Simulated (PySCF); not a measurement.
PySCF job for chloro(chlorosilylmethyl)silane (CH6Cl2Si2), SMILES Cl[SiH2]C[SiH2]Cl, PBE0-D3(BJ)/def2-SVP. Geometry optimised at PBE0-D3(BJ)/def2-SVP. Other conformers were not sampled.

```python
import numpy as np
from pyscf import gto, scf, dft, df
from pyscf.hessian import thermo

mol = gto.M(
    atom='''
    Si    1.06093542    0.48021247    0.22709310
    Cl    3.07079641    0.24895260   -0.24102242
    C     0.07384872   -0.81470447   -0.70290632
    Si   -1.64965733   -1.08996285   -0.03613724
    Cl   -2.49979985    0.76380231    0.37057456
    H     0.65952788    1.85427526   -0.17074148
    H     0.91710467    0.29423813    1.69794318
    H     0.61761781   -1.77438355   -0.64827299
    H     0.02513079   -0.52540358   -1.76586840
    H    -1.60046500   -1.85057321    1.24329045
    H    -2.52684334   -1.79025445   -1.01468090
    ''',
    basis='def2-SVP',
    charge=0,
    spin=0,
    max_memory=1600,
    verbose=3,
)
mf = dft.RKS(mol, xc='pbe0').density_fit(auxbasis='def2-universal-jkfit')
mf.disp = 'd3bj'
mf.grids.level = 3
mf.conv_tol = 1e-11
mf.max_cycle = 100
mf.kernel()

# [left out here: the lines that compute and print the analytic Hessian (its translational invariance restored by hand, since the grid's response is missing), thermochemistry and intensities]
```

Program output:

```
[...]
Mode                                 6                   7                   8
Irrep
Freq [cm^-1]                      524.6754            530.7900            563.0102
Reduced mass [au]                   2.0085              3.4786              4.9916
Force const [Dyne/A]                0.3258              0.5774              0.9322
Char temp [K]                     754.8910            763.6886            810.0463
Normal mode                   x     y     z       x     y     z       x     y     z
       0  Si                 0.04 -0.01 -0.06   -0.00  0.02 -0.02   -0.12  0.01  0.02
       1  Cl                -0.05  0.00  0.02   -0.00 -0.00  0.00    0.09 -0.01 -0.02
       2   C                -0.02  0.04  0.05    0.05 -0.02 -0.02   -0.01 -0.01  0.01
       3  Si                 0.01  0.06  0.04    0.04 -0.10  0.01    0.02  0.03  0.02
       4  Cl                 0.02 -0.04 -0.02   -0.04  0.09  0.01    0.00 -0.02 -0.01
       5   H                 0.04  0.07  0.23   -0.02  0.07  0.19   -0.15  0.01  0.05
       6   H                 0.07 -0.28 -0.08    0.02 -0.21 -0.04   -0.13 -0.04  0.01
       7   H                -0.01  0.05  0.08    0.16  0.04 -0.08    0.03  0.01 -0.05
       8   H                -0.16 -0.08  0.02   -0.10 -0.03 -0.01   -0.11  0.02  0.02
       9   H                -0.28 -0.17 -0.08   -0.17 -0.22 -0.06   -0.16 -0.10 -0.05
      10   H                 0.19  0.26 -0.26    0.11  0.07 -0.17    0.09  0.20 -0.16
Mode                                 9                  10                  11
Irrep
Freq [cm^-1]                      653.2625            674.2310            705.9364
Reduced mass [au]                   2.5619              1.1824              1.0922
Force const [Dyne/A]                0.6441              0.3167              0.3207
Char temp [K]                     939.8993            970.0682           1015.6852
Normal mode                   x     y     z       x     y     z       x     y     z
       0  Si                 0.03  0.06  0.02   -0.01  0.02 -0.03    0.01 -0.00  0.02
       1  Cl                -0.01 -0.01  0.00    0.00 -0.01  0.01   -0.00  0.01 -0.01
       2   C                 0.09 -0.12 -0.09    0.02 -0.03  0.06    0.03 -0.02 -0.05
       3  Si                -0.05  0.03  0.03   -0.00  0.01 -0.04   -0.02  0.01  0.00
       4  Cl                -0.00 -0.03 -0.01    0.01 -0.00  0.02    0.00 -0.01  0.01
       5   H                -0.12  0.05  0.15   -0.36 -0.02  0.17    0.46  0.10 -0.06
       6   H                 0.08 -0.04  0.01    0.34 -0.15 -0.02   -0.50  0.02 -0.02
       7   H                 0.17 -0.08 -0.28    0.03 -0.03 -0.17    0.08  0.00 -0.06
       8   H                -0.03  0.04 -0.05   -0.13  0.12  0.10   -0.10 -0.10 -0.06
       9   H                -0.14 -0.00  0.01   -0.18  0.43  0.22   -0.40  0.28  0.18
      10   H                -0.30  0.24  0.10    0.25 -0.39  0.02    0.28 -0.21 -0.11
Mode                                12                  13                  14
Irrep
Freq [cm^-1]                      770.2847            798.9416            862.6120
Reduced mass [au]                   2.1700              1.5227              1.1525
Force const [Dyne/A]                0.7586              0.5727              0.5053
Char temp [K]                    1108.2681           1149.4990           1241.1066
Normal mode                   x     y     z       x     y     z       x     y     z
       0  Si                -0.03 -0.05 -0.04    0.01 -0.00  0.02    0.03  0.02 -0.01
       1  Cl                 0.00  0.00  0.00   -0.00 -0.00  0.00    0.00 -0.01 -0.01
       2   C                 0.14  0.08  0.04    0.04  0.06 -0.12    0.05  0.00  0.05
       3  Si                -0.05 -0.00  0.02   -0.04 -0.01  0.04   -0.03  0.01  0.00
       4  Cl                 0.00 -0.00 -0.00    0.01  0.00 -0.00    0.00  0.00 -0.00
       5   H                 0.08 -0.00 -0.00   -0.41 -0.17 -0.13   -0.39 -0.09  0.02
       6   H                -0.03 -0.03 -0.03    0.15  0.18  0.06   -0.64 -0.25 -0.10
       7   H                 0.42  0.24 -0.00   -0.10 -0.00  0.17   -0.16 -0.12 -0.11
       8   H                 0.32  0.26  0.08    0.24 -0.15 -0.19   -0.03  0.08  0.07
       9   H                 0.02  0.03  0.03   -0.17 -0.10 -0.01    0.25 -0.18 -0.12
      10   H                -0.08 -0.00  0.05    0.33 -0.13 -0.21    0.09 -0.17  0.02
Mode                                15                  16                  17
Irrep
Freq [cm^-1]                      873.3614            948.5489            953.7690
Reduced mass [au]                   1.1719              1.0697              1.0597
Force const [Dyne/A]                0.5266              0.5670              0.5680
Char temp [K]                    1256.5725           1364.7507           1372.2613
Normal mode                   x     y     z       x     y     z       x     y     z
       0  Si                -0.02  0.00 -0.01    0.02 -0.02 -0.02   -0.00 -0.02 -0.01
       1  Cl                -0.00  0.00  0.00    0.00 -0.00 -0.00    0.00  0.00  0.00
       2   C                 0.02 -0.07 -0.01   -0.02  0.01  0.01    0.00  0.01  0.00
       3  Si                -0.04  0.02  0.02    0.00 -0.02 -0.00    0.03  0.02 -0.01
       4  Cl                 0.00  0.00 -0.00   -0.00  0.00  0.00   -0.00  0.00  0.00
       5   H                 0.31  0.19  0.27   -0.23  0.07  0.53   -0.03  0.07  0.31
       6   H                 0.19  0.20  0.04   -0.26  0.54  0.04   -0.06  0.31  0.02
       7   H                -0.04 -0.11 -0.13    0.05  0.05  0.03   -0.05 -0.01  0.02
       8   H                 0.03  0.09  0.03   -0.02 -0.05 -0.01    0.03  0.01  0.00
       9   H                 0.43 -0.24 -0.16    0.13  0.28  0.16   -0.44 -0.37 -0.21
      10   H                 0.40 -0.23 -0.19   -0.04  0.28 -0.17   -0.16 -0.39  0.43
Mode                                18                  19                  20
Irrep
Freq [cm^-1]                     1012.8276           1076.1880           1368.5612
Reduced mass [au]                   1.0658              1.6369              1.0894
Force const [Dyne/A]                0.6442              1.1170              1.2022
Char temp [K]                    1457.2334           1548.3949           1969.0549
Normal mode                   x     y     z       x     y     z       x     y     z
       0  Si                 0.02 -0.01  0.02    0.02  0.01 -0.00   -0.00 -0.00  0.00
       1  Cl                -0.00  0.00 -0.00    0.00  0.00  0.00    0.00  0.00  0.00
       2   C                -0.03 -0.02 -0.01   -0.15 -0.09 -0.02   -0.03  0.04  0.06
       3  Si                -0.01  0.03 -0.01    0.02  0.01  0.01    0.00  0.00  0.00
       4  Cl                -0.00  0.00  0.00   -0.00  0.00  0.00   -0.00  0.00 -0.00
       5   H                -0.15 -0.09 -0.12   -0.09 -0.02 -0.00    0.00 -0.00 -0.01
       6   H                -0.01  0.08  0.03   -0.12 -0.09 -0.02    0.02 -0.00  0.00
       7   H                 0.59  0.34  0.08    0.33  0.19  0.03    0.06  0.04 -0.67
       8   H                -0.49 -0.28 -0.06    0.52  0.31  0.06    0.34 -0.57 -0.13
       9   H                 0.18 -0.13 -0.10   -0.08 -0.04 -0.02    0.00 -0.01 -0.01
      10   H                 0.07 -0.15  0.05    0.13 -0.04 -0.05   -0.00  0.00  0.01
Mode                                21                  22                  23
Irrep
Freq [cm^-1]                     2252.1875           2256.1547           2260.9756
Reduced mass [au]                   1.0331              1.0343              1.0517
Force const [Dyne/A]                3.0875              3.1018              3.1677
Char temp [K]                    3240.3964           3246.1043           3253.0405
Normal mode                   x     y     z       x     y     z       x     y     z
       0  Si                -0.00  0.00  0.02    0.00 -0.00 -0.02    0.00 -0.00 -0.01
       1  Cl                -0.00  0.00  0.00    0.00  0.00 -0.00    0.00 -0.00  0.00
       2   C                -0.00 -0.00  0.00   -0.00  0.00  0.00   -0.00 -0.00 -0.00
       3  Si                 0.01  0.02 -0.01    0.01  0.02  0.01   -0.01  0.00 -0.04
       4  Cl                -0.00  0.00 -0.00   -0.00  0.00  0.00   -0.00  0.00  0.00
       5   H                 0.04 -0.12  0.05   -0.03  0.10 -0.04   -0.03  0.10 -0.03
       6   H                 0.06  0.09 -0.68   -0.05 -0.08  0.61   -0.02 -0.03  0.24
       7   H                 0.00  0.00 -0.00   -0.00  0.00 -0.00   -0.00  0.00 -0.00
       8   H                 0.00  0.00  0.00    0.00 -0.00 -0.00    0.00  0.00 -0.01
       9   H                 0.02 -0.29  0.49    0.02 -0.16  0.29    0.02 -0.37  0.62
      10   H                -0.22 -0.17 -0.26   -0.40 -0.31 -0.45    0.35  0.28  0.39
Mode                                24                  25                  26
Irrep
Freq [cm^-1]                     2277.4750           3071.6028           3144.3939
Reduced mass [au]                   1.0461              1.0608              1.1025
Force const [Dyne/A]                3.1969              5.8968              6.4224
Char temp [K]                    3276.7794           4419.3526           4524.0827
Normal mode                   x     y     z       x     y     z       x     y     z
       0  Si                -0.01  0.03 -0.02    0.00  0.00  0.00    0.00 -0.00  0.00
       1  Cl                -0.00  0.00  0.00   -0.00  0.00  0.00    0.00  0.00 -0.00
       2   C                -0.00 -0.00 -0.00    0.03 -0.04 -0.05    0.03 -0.06  0.06
       3  Si                -0.00  0.00 -0.00   -0.00 -0.00 -0.00    0.00 -0.00  0.00
       4  Cl                 0.00 -0.00  0.00   -0.00  0.00  0.00   -0.00  0.00  0.00
       5   H                 0.25 -0.89  0.26   -0.00  0.00  0.00    0.00  0.00 -0.00
       6   H                -0.02 -0.01  0.18   -0.00 -0.00  0.00   -0.00  0.00 -0.00
       7   H                 0.00  0.00  0.00   -0.37  0.66 -0.05   -0.29  0.51 -0.02
       8   H                 0.00  0.00 -0.00    0.03 -0.17  0.58   -0.03  0.19 -0.72
       9   H                 0.00 -0.02  0.04   -0.00  0.00  0.00    0.00  0.00 -0.00
      10   H                 0.03  0.02  0.03    0.00  0.00  0.00   -0.00  0.00 -0.00
temperature 298.1500 [K]
pressure 101325.00 [Pa]
Rotational constants [GHz] 4.93604 0.73033 0.65631
Symmetry number 1
Zero-point energy (ZPE) 0.06533 [Eh]   171524.158 [J/mol]
                           tot       elec      trans        rot        vib
Entropy [J/mol/K]       384.450      0.000    170.825    122.582     91.043
Cv [J/mol/K]            113.105      0.000     12.472     12.472     88.161
Cp [J/mol/K]            121.419      0.000     20.786     12.472     88.161
Internal energy [J/mol]                      3718.434   3718.434 185027.741
Internal energy [Eh]   -1540.04950  -1540.12281
Enthalpy [J/mol]                             6197.391   3718.434 185027.741
Enthalpy [Eh]          -1540.04856
Gibbs free energy [J/mol]                  -44734.140 -32829.386 157883.231
Gibbs free energy [Eh] -1540.09221
mode   freq/cm-1   IR/(km/mol)
   1       42.92         1.062
   2       60.72         1.800
   3      108.33         0.672
   4      150.96         2.030
   5      263.23         7.570
   6      470.65        12.106
   7      524.68        12.698
   8      530.79        27.608
   9      563.01        69.145
  10      653.26        35.729
  11      674.23        38.931
  12      705.94         3.546
  13      770.28        86.885
  14      798.94        50.490
  15      862.61        81.081
  16      873.36       307.368
  17      948.55       160.061
  18      953.77        73.843
  19     1012.83        23.501
  20     1076.19       162.442
  21     1368.56         9.812
  22     2252.19        63.139
  23     2256.15        74.853
  24     2260.98       133.915
  25     2277.47        83.669
  26     3071.60         0.591
  27     3144.39         1.112
max |gradient| / (hartree/bohr): 4.717953428989718e-05
APT charges: [ 1.4056 -0.5612 -0.7303  1.3713 -0.5205 -0.2539 -0.2639  0.0501  0.0468
 -0.2648 -0.279 ]
```

The run converged.

Cost: around 2.6 core-minutes (rough).
